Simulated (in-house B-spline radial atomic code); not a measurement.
Ionisation energies along the 43-electron series, configuration [Kr] 4d7, as differences of self-consistent energies. Dirac energy differences include first-order Breit, QED and recoil terms. NIST's values go from ground level to ground level; the uncertainty of those that are theory runs from under 0.1 % in few-electron ions to several per cent in heavy many-electron ones. Computed with a B-spline radial code for spherical atoms: Dirac-Hartree-Fock, average of the configuration, finite nuclei.

```csv
ion,configuration after,ionisation energy (eV),IE/(q+1)² (eV),Breit and QED recoil part (eV),tabulated value (eV),tabulated kind,computed minus tabulated (eV)
Ru+,[Kr] 4d6,16.17,4.0433,0.0090026,16.76,semi-empirical,-0.59
Rh2+,[Kr] 4d6,30.70,3.4111,0.011265,31.06,semi-empirical,-0.36
Pd3+,[Kr] 4d6,47.68,2.9802,0.011963,46,tabulated theory,1.68
Ag4+,[Kr] 4d6,66.89,2.6758,0.011289,65,tabulated theory,1.89
Cd5+,[Kr] 4d6,88.20,2.4501,0.009336,87,tabulated theory,1.20
In6+,[Kr] 4d6,111.53,2.276,0.0061379,109,tabulated theory,2.53
Sn7+,[Kr] 4d6,136.80,2.1376,0.0016984,135,tabulated theory,1.80
Sb8+,[Kr] 4d6,163.99,2.0246,-0.0040052,162,tabulated theory,1.99
Te9+,[Kr] 4d6,193.07,1.9307,-0.011001,191.1,tabulated theory,1.97
```

Where a p, d or f electron is removed, the computed value is a mean over both j, so it misses the tabulated one by a part of the spin-orbit splitting; averaging over terms and missing correlation add to the gap, relatively most at low charge.
